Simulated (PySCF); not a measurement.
Compound: H6N2OSi2.
Bonds: O1–Si2, Si2–N3, N3–Si4, Si4–N5, Si2–N5. Hydrogens: H6 on O1; H7 on Si2; H8 on N3; H9, H10 on Si4; H11 on N5.

The same species was optimised twice, with GFN2-xTB and with PBE0-D3(BJ)/def2-SVP (PySCF), and the same property calculations (PySCF, gas phase) were run on both structures.

| coordinate | GFN2-xTB | PBE0-D3(BJ)/def2-SVP | change |
| --- | --- | --- | --- |
| O1–Si2 (Å) | 1.618 | 1.657 | +0.039 |
| Si4–H10 (Å) | 1.460 | 1.498 | +0.038 |
| Si4–H9 (Å) | 1.461 | 1.497 | +0.036 |
| Si2–H7 (Å) | 1.448 | 1.484 | +0.036 |
| O1–H6 (Å) | 0.954 | 0.963 | +0.009 |
| N3–Si4 (Å) | 1.739 | 1.746 | +0.007 |
| Si4–N5 (Å) | 1.739 | 1.746 | +0.007 |
| N5–H11 (Å) | 1.002 | 1.009 | +0.007 |
| N3–H8 (Å) | 1.002 | 1.009 | +0.007 |
| Si2–N5 (Å) | 1.742 | 1.744 | +0.002 |
| Si2–N3 (Å) | 1.742 | 1.744 | +0.002 |
| H9–Si4–H10 (°) | 114.2 | 106.9 | -7.3 |
| Si2–O1–H6 (°) | 119.0 | 115.2 | -3.8 |
| N3–Si2–N5 (°) | 83.2 | 86.4 | +3.2 |
| N3–Si4–N5 (°) | 83.3 | 86.2 | +2.9 |
| N3–Si4–H10 (°) | 113.0 | 115.9 | +2.9 |
| Si4–N3–H8 (°) | 130.2 | 133.1 | +2.9 |
| Si4–N5–H11 (°) | 130.2 | 132.9 | +2.7 |
| N5–Si4–H10 (°) | 113.2 | 115.9 | +2.7 |

Rotational constants: A = 7812, B = 2339, C = 2064 MHz (GFN2-xTB) against A = 7352, B = 2365, C = 2069 MHz (PBE0-D3(BJ)/def2-SVP). Point groups within 0.08 Å: Cs and Cs.

On the GFN2-xTB structure: lowest singlet, TDDFT (eV) 5.99 [CAM-B3LYP/def2-SVPD]; lowest triplet, Tamm–Dancoff (eV) 5.71 [CAM-B3LYP/def2-SVPD]; isotropic polarisability (au) 64.2 [CAM-B3LYP/def2-SVPD]; HOMO (eV) -8.51 [CAM-B3LYP/def2-SVPD]; LUMO (eV) 0.86 [CAM-B3LYP/def2-SVPD]; dipole (D) 1.16 [CAM-B3LYP/def2-SVPD]; HOMO (eV) -6.97 [PBE0/pcSseg-1]; LUMO (eV) 0.23 [PBE0/pcSseg-1]; dipole (D) 1.15 [PBE0/pcSseg-1]; GIAO shielding of O1 (ppm) 252.1 [PBE0/pcSseg-1]; GIAO shielding of Si2 (ppm) 386.6 [PBE0/pcSseg-1]; GIAO shielding of N3/N5 (mean) (ppm) 232.4 [PBE0/pcSseg-1]; GIAO shielding of Si4 (ppm) 382.7 [PBE0/pcSseg-1]; O1s of O1 (eV) 538.49 [delta-SCF UKS SCAN, pcX-2 on the ionised atom, pcseg-1 elsewhere, spin-free X2C]; Si1s of Si2 (eV) 1847.41 [delta-SCF UKS SCAN, pcX-2 on the ionised atom, pcseg-1 elsewhere, spin-free X2C]; Si2p of Si2 (eV) 107.49 [delta-SCF UKS SCAN, pcX-2 on the ionised atom, pcseg-1 elsewhere, spin-free X2C]; N1s of N3 (eV) 403.72 [delta-SCF UKS SCAN, pcX-2 on the ionised atom, pcseg-1 elsewhere, spin-free X2C]; Si1s of Si4 (eV) 1847.02 [delta-SCF UKS SCAN, pcX-2 on the ionised atom, pcseg-1 elsewhere, spin-free X2C]; Si2p of Si4 (eV) 107.26 [delta-SCF UKS SCAN, pcX-2 on the ionised atom, pcseg-1 elsewhere, spin-free X2C].

What do these properties become on the PBE0-D3(BJ)/def2-SVP structure?

```json
{"property": "lowest singlet, TDDFT (eV)", "level": "CAM-B3LYP/def2-SVPD", "on GFN2-xTB": "5.99", "on PBE0-D3(BJ)/def2-SVP": "6.24", "change": "+0.25"}
{"property": "lowest triplet, Tamm–Dancoff (eV)", "level": "CAM-B3LYP/def2-SVPD", "on GFN2-xTB": "5.71", "on PBE0-D3(BJ)/def2-SVP": "5.96", "change": "+0.25"}
{"property": "isotropic polarisability (au)", "level": "CAM-B3LYP/def2-SVPD", "on GFN2-xTB": "64.2", "on PBE0-D3(BJ)/def2-SVP": "65.6", "change": "+1.4"}
{"property": "HOMO (eV)", "level": "CAM-B3LYP/def2-SVPD", "on GFN2-xTB": "-8.51", "on PBE0-D3(BJ)/def2-SVP": "-8.75", "change": "-0.24"}
{"property": "LUMO (eV)", "level": "CAM-B3LYP/def2-SVPD", "on GFN2-xTB": "0.86", "on PBE0-D3(BJ)/def2-SVP": "0.88", "change": "+0.02"}
{"property": "dipole (D)", "level": "CAM-B3LYP/def2-SVPD", "on GFN2-xTB": "1.16", "on PBE0-D3(BJ)/def2-SVP": "1.28", "change": "+0.12"}
{"property": "energy, GFN2-xTB geometry as zero (kcal/mol)", "level": "CAM-B3LYP/def2-SVPD", "on GFN2-xTB": "0.0", "on PBE0-D3(BJ)/def2-SVP": "-3.4", "change": "-3.4"}
{"property": "HOMO (eV)", "level": "PBE0/pcSseg-1", "on GFN2-xTB": "-6.97", "on PBE0-D3(BJ)/def2-SVP": "-7.23", "change": "-0.26"}
{"property": "LUMO (eV)", "level": "PBE0/pcSseg-1", "on GFN2-xTB": "0.23", "on PBE0-D3(BJ)/def2-SVP": "0.26", "change": "+0.03"}
{"property": "dipole (D)", "level": "PBE0/pcSseg-1", "on GFN2-xTB": "1.15", "on PBE0-D3(BJ)/def2-SVP": "1.30", "change": "+0.15"}
{"property": "energy, GFN2-xTB geometry as zero (kcal/mol)", "level": "PBE0/pcSseg-1", "on GFN2-xTB": "0.0", "on PBE0-D3(BJ)/def2-SVP": "-3.2", "change": "-3.2"}
{"property": "GIAO shielding of O1 (ppm)", "level": "PBE0/pcSseg-1", "on GFN2-xTB": "252.1", "on PBE0-D3(BJ)/def2-SVP": "245.2", "change": "-6.9"}
{"property": "GIAO shielding of Si2 (ppm)", "level": "PBE0/pcSseg-1", "on GFN2-xTB": "386.6", "on PBE0-D3(BJ)/def2-SVP": "385.3", "change": "-1.3"}
{"property": "GIAO shielding of N3/N5 (mean) (ppm)", "level": "PBE0/pcSseg-1", "on GFN2-xTB": "232.4", "on PBE0-D3(BJ)/def2-SVP": "233.3", "change": "+0.9"}
{"property": "GIAO shielding of Si4 (ppm)", "level": "PBE0/pcSseg-1", "on GFN2-xTB": "382.7", "on PBE0-D3(BJ)/def2-SVP": "380.8", "change": "-1.9"}
{"property": "O1s of O1 (eV)", "level": "delta-SCF UKS SCAN, pcX-2 on the ionised atom, pcseg-1 elsewhere, spin-free X2C", "on GFN2-xTB": "538.49", "on PBE0-D3(BJ)/def2-SVP": "538.41", "change": "-0.08"}
{"property": "Si1s of Si2 (eV)", "level": "delta-SCF UKS SCAN, pcX-2 on the ionised atom, pcseg-1 elsewhere, spin-free X2C", "on GFN2-xTB": "1847.41", "on PBE0-D3(BJ)/def2-SVP": "1847.65", "change": "+0.24"}
{"property": "Si2p of Si2 (eV)", "level": "delta-SCF UKS SCAN, pcX-2 on the ionised atom, pcseg-1 elsewhere, spin-free X2C", "on GFN2-xTB": "107.49", "on PBE0-D3(BJ)/def2-SVP": "107.70", "change": "+0.21"}
{"property": "N1s of N3 (eV)", "level": "delta-SCF UKS SCAN, pcX-2 on the ionised atom, pcseg-1 elsewhere, spin-free X2C", "on GFN2-xTB": "403.72", "on PBE0-D3(BJ)/def2-SVP": "403.99", "change": "+0.27"}
{"property": "Si1s of Si4 (eV)", "level": "delta-SCF UKS SCAN, pcX-2 on the ionised atom, pcseg-1 elsewhere, spin-free X2C", "on GFN2-xTB": "1847.02", "on PBE0-D3(BJ)/def2-SVP": "1847.27", "change": "+0.25"}
{"property": "Si2p of Si4 (eV)", "level": "delta-SCF UKS SCAN, pcX-2 on the ionised atom, pcseg-1 elsewhere, spin-free X2C", "on GFN2-xTB": "107.26", "on PBE0-D3(BJ)/def2-SVP": "107.47", "change": "+0.21"}
```

The heavy atoms differ by 0.049 Å rms after alignment. Among all bonds O1–Si2 and Si4–H10 change most and about equally (+0.038 to +0.039 Å). Changes are differences of the printed values. Neither structure is proved a minimum here.

Shape of the structure used: `[OH:1][SiH:2]1[NH:3][SiH2:4][NH:5]1`: H–O1–Si2–N3 50°.
